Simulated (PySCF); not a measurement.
**Dipole response of Mn (manganese, neutral)**

[Ar] 3d5 4s1 4p1, high-spin 8P determinant (an excited configuration). Calculation: PySCF 2.14, in aug-cc-pVTZ (8s7p5d3f2g, 93 functions); the non-relativistic Hamiltonian (point nucleus). Coupled (time-dependent) response in atomic units; α is the mean over directions.

| method | mean α (bohr³) | α xx, yy, zz | C₆ (like pair) | S(−4) |
| --- | --- | --- | --- | --- |
| BLYP | 112.6 | 85.07, 167.6, 85.07 | 1152 | 11280 |
| B3LYP | 103.3 | 81.86, 146.3, 81.86 | 1051 | 8265 |

S(−4) is the Cauchy moment in α(ω) = α(0) + S(−4) ω² + …

α(iu) at BLYP:

| u (hartree) | α(iu) (bohr³) |
| --- | --- |
| 0 | 112.6 |
| 0.0500 | 91.96 |
| 0.100 | 63.82 |
| 0.200 | 32.71 |
| 0.300 | 19.71 |
| 0.500 | 9.884 |
| 0.750 | 5.724 |
| 1.00 | 3.917 |
| 1.50 | 2.301 |
| 2.00 | 1.565 |
| 3.00 | 0.8846 |
| 5.00 | 0.4045 |

A single London oscillator, α(iu) = α/(1 + u²/ω²), gives C₆ = (3/4) ω α². Matching the computed C₆ needs ω = 4 × 1152 / (3 × 112.6²) = 0.121 hartree.

The components differ because the open shell of this determinant is not spherical; for a pure term their mean is the scalar polarisability.
